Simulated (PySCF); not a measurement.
Two species compared at the same levels of theory.

First species: H8NPSi2.
Bonds: N1–Si2, Si2–Si3, Si3–P4. Hydrogens: H5, H6 on N1; H7, H8 on Si2; H9, H10 on Si3; H11, H12 on P4.

Second species: C6H7NO.
SMILES: `CO[C@@]1(C#N)C=CC1`

Levels: wB97X-D/def2-SVPD for dipole moment, HOMO energy, LUMO energy, HOMO–LUMO gap, static isotropic polarisability and electronic spatial extent ⟨r²⟩ about the centre of nuclear charge; TDDFT wB97X-D/def2-SVPD for lowest singlet excitation; TDA wB97X-D/def2-SVPD for lowest triplet excitation (Tamm–Dancoff); GFN2-xTB for rotational constant A and rotational constant C. Geometries: GFN2-xTB. Each species is one conformer at its optimised geometry, gas phase, non-relativistic unless stated. Electronic properties by PySCF.

Dipoles, sizes and rotational constants follow the conformer. The torsions of the flexible species, by atom-mapped SMILES:
- `[NH2:1][SiH2:2][SiH2:3][PH2:4]`: N1–Si2–Si3–P4 -13°, H–N1–Si2–Si3 -178°, H–N1–Si2–Si3 41°, H–P4–Si3–Si2 155°, H–P4–Si3–Si2 62°
- `[CH3:1][O:2][C@@:3]1([C:4]#[N:5])[CH:6]=[CH:7][CH2:8]1`: C1–O2–C3–C4 -63°

```tsv
property	column X	column Y
dipole moment	3.53 D	0.80 D
HOMO energy	-9.95 eV	-9.23 eV
LUMO energy	1.12 eV	1.03 eV
HOMO–LUMO gap	11.07 eV	10.26 eV
lowest singlet excitation	6.52 eV	5.89 eV
lowest triplet excitation (Tamm–Dancoff)	4.45 eV	5.54 eV
static isotropic polarisability	73.9 au	91.9 au
electronic spatial extent ⟨r²⟩ about the centre of nuclear charge	867 bohr²	865 bohr²
rotational constant A	2.722 GHz	5.020 GHz
rotational constant C	1.528 GHz	1.392 GHz
```

Problem. Which column belongs to which species?

Solution. Column X is the second species and column Y the first. The first has 12 atoms and 58 electrons, the second 15 and 58.

Problem. How does each property change from the first species to the second?

Solution. dipole moment +2.73 D; HOMO energy -0.72 eV; LUMO energy +0.09 eV; HOMO–LUMO gap +0.81 eV; lowest singlet excitation +0.63 eV; lowest triplet excitation (Tamm–Dancoff) -1.09 eV; static isotropic polarisability -18.0 au; electronic spatial extent ⟨r²⟩ about the centre of nuclear charge +2 bohr²; rotational constant A -2.298 GHz; rotational constant C +0.136 GHz.

On the first: S1 lies 4.37 eV below the HOMO–LUMO gap; its leading configuration is HOMO−1→LUMO, weight 0.83. The principal polarisabilities are 76.6, 89.9 and 109.2 au; their mean is the isotropic value.

On the second: No computed singlet falls in the visible range (750 to 380 nm, 1.65 to 3.26 eV); S1 lies 3.26 eV above its blue end. The polarisability is 10.95 Å³ as a volume (1 au = 0.148185 Å³), or 1.27 au for each of the 58 electrons.
